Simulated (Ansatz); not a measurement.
Ideal-gas functions of `C[N][GeH3]` radical at 500 K and 1 bar, from an Ansatz frequency run at PBE0-D4/def2-TZVP.

Molar mass 104.68 g/mol, point group C1 (symmetry number 1), electronic degeneracy 2, moments of inertia 16.792, 129.663, 136.987 u Å². Harmonic wavenumbers (cm⁻¹, unscaled): 44, 81, 245, 538, 574, 631, 834, 866, 873, 948, 1093, 1161, 1384, 1441, 1490, 2113, 2140, 2176, 2952, 3002, 3071.

Use S(trans) = R[1.5 ln M + 2.5 ln T − 1.1517]; rotational temperatures θ = 24.2544 K / I; S(rot) = R[ln(√π/σ · √(T³/θAθBθC)) + 1.5]; for each mode x = 1.438777 ν̃/T, S = R[x/(eˣ − 1) − ln(1 − e⁻ˣ)] and H = RT x/(eˣ − 1); 1 cm⁻¹ = 0.0119627 kJ/mol; R = 8.31446 J/(mol·K).

Task: By hand: the entropy, in J/(mol·K).

Result: Translation 177.6. Rotation: θ = 1.4444, 0.1871, 0.1771 K, giving 107.4. Vibration, mode by mode: 25.50, 20.44, 11.39, 5.46, 5.03, 4.41, 2.78, 2.59, 2.55, 2.15, 1.54, 1.32, 0.79, 0.69, 0.61, 0.13, 0.13, 0.12, 0.02, 0.01, 0.01, in all 87.7. Electronic 5.8. Sum 378.5 J/(mol·K).

Task: By hand: H − E and G − E in kJ/mol, counted from the electronic energy.

Result: Zero-point energy ½ × 27657 × 0.0119627 = 165.4; thermal vibration 21.1; translation, rotation and pV give 4 RT = 16.6. H − E = 203.1 kJ/mol, and G − E = 203.1 − 500 × 378.5/1000 = 13.9 kJ/mol.

Vibration gives 23 % of the entropy, 45.9 J/(mol·K) of it from the modes under 150 cm⁻¹: soft modes count most, and the harmonic formula is weakest for them. The sum counts one conformer and one mirror image; others add a mixing term.
